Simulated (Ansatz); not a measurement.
Ansatz (an electronic-structure program) input (SVWN5/6-31G*):

Ansatz 0.2 input:
```yaml
crystal:
  periodic: [false, false, false]
  atoms:
    - {symbol: K, position_ang: [-0.00000000, -0.00000000, -0.65261700]}
    - {symbol: O, position_ang: [0.00000000, 0.00000000, 1.54996600]}
basis:
  gaussian:
    orbitals: 6-31G*
hamiltonian:
  xc: {name: SVWN5}
magnetization: {spin_polarized: true, initial_magnetization: 1}
output: {forces: true}
```

Output:

```
Functional definition: SVWN5
integrals: 0.01 GiB planned
521 factors; their error is unknown
mean field: 0.13 GiB planned
mean field evaluation 1: about -18301.9755 eV, gradient 3.2e1 eV
mean field evaluation 2: about -18115.0464 eV, gradient 9.2e1 eV
mean field evaluation 4: about -18304.6470 eV, gradient 2.0e1 eV
mean field evaluation 8: about -18306.7573 eV, gradient 1.3e0 eV
mean field evaluation 16: about -18306.7477 eV, gradient 5.5e-4 eV
mean field evaluation 32: about -18297.9314 eV, gradient 2.7e1 eV
mean field evaluation 64: about -18306.7294 eV, gradient 2.0e-5 eV
mean field evaluation 96: about -18306.7408 eV, gradient 7.7e-2 eV
mean field -18306.74770103 eV, -672.7605692536 hartree, gradient 2.2e-9 eV, S^2 0.757152; 8 other end points of the search recorded, 0 dependent functions left out
the calculation of the forces begins
reference -18306.74775735 eV, -672.7605713234 hartree; 14, 13 occupied and 36, 37 virtual orbitals, 521 factors
Total energy: -18306.74775735 eV, -672.7605713234 hartree
Atom 0 at    -0.000000    -0.000000    -0.652617 Å, force    -0.000000    -0.000000     1.084772 eV/Å
Atom 1 at     0.000000     0.000000     1.549966 Å, force     0.000000     0.000000    -1.084772 eV/Å
Dipole moment:     0.000000     0.000000    -1.557498 e Å
```

The geometry given is a B3LYP-D3(BJ)/def2-TZVP minimum.
